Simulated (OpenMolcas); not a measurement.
SnNH2F (SMILES [NH2][Sn][F]): the energy, rung by rung

SnNH2F: 5 atoms, total charge 0, spin state singlet. SMILES: `[NH2][Sn][F]`. The coordinates come from a PBE0-D4/def2-TZVP relaxation. This is one conformer, not always the lowest.

```
atom    x (Å)    y (Å)    z (Å)
   N  -0.3029   0.4955  -0.3933
  Sn   0.3389  -0.0537   1.4232
   F   0.9669  -1.7759   0.7543
   H  -0.7468   1.3693  -0.6291
   H  -0.2062  -0.1089  -1.1966
```

Quantity: the energy change with the N1–H4 bond stretched from 1.008 to 1.815 Å, in eV. The values are calculated.

| level | kind | program | value (eV) | CPU time (all runs) |
| --- | --- | --- | --- | --- |
| HF/def2-SVP (core potential) (unrestricted) | Hartree–Fock | OpenMolcas | 3.84 | 8.7 s |
| SVWN5/def2-SVP (core potential) (restricted) | LDA | OpenMolcas | 3.60 | 23 s |
| PBE/def2-SVP (core potential) (restricted) | GGA | OpenMolcas | 3.53 | 35 s |
| r2SCAN/def2-SVP (core potential) (restricted) | meta-GGA | OpenMolcas | 3.78 | 44 s |
| B3LYP/def2-SVP (core potential) (restricted) | global hybrid | OpenMolcas | 3.76 | 32 s |
| BHLYP/def2-SVP (core potential) (restricted) | global hybrid | OpenMolcas | 4.19 | 28 s |
| PBE0/def2-SVP (core potential) (restricted) | global hybrid | OpenMolcas | 3.94 | 29 s |
| B2PLYP/def2-SVP (core potential) (restricted) | double hybrid | OpenMolcas | 3.83 | 25 s |

The first shape isn't each level's own minimum. The values span 3.53 to 4.19 eV. Spin contamination of the reference (⟨S²⟩ at least 0.1 too high) touches HF/def2-SVP. CPU times are rough (shared hosts, several kinds of processor): they show what a rung costs within a factor of a few.
